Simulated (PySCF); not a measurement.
These are B3LYP-D3(BJ)/def2-TZVP // B3LYP-D3(BJ)/def2-SVP (PySCF) values and carry that method's errors. Isolated molecules, 0 K electronic values unless said otherwise. One relaxed conformer stands for a flexible species; it need not be the lowest. B3LYP has the VWN-RPA correlation part, as in Gaussian. Delta-SCF ions had no search for a lower state. Excitations are Tamm–Dancoff values on a coarser integration grid. The basis has no diffuse functions, so Rydberg states are missing or too high.

Reference species (SMILES): `CC[Si](N)(N)N` (neutral, multiplicity 1).

- T1 excitation (TDA): 5.82 eV
- vertical ionisation energy (Delta-SCF): 8.73 eV
- HOMO–LUMO gap: 7.07 eV

Changed species: `N[Si](N)(N)N` (0 of 4 NH2 replaced by C2H5; the reference has 1 of 4 NH2 replaced by C2H5).

What does the change do to the T1 excitation (TDA), vertical ionisation energy (Delta-SCF) and HOMO–LUMO gap?

the T1 excitation (TDA) decreases by 0.11 eV, to 5.71 eV; the vertical ionisation energy (Delta-SCF) decreases by 0.10 eV, to 8.63 eV; the HOMO–LUMO gap decreases by 0.15 eV, to 6.92 eV.
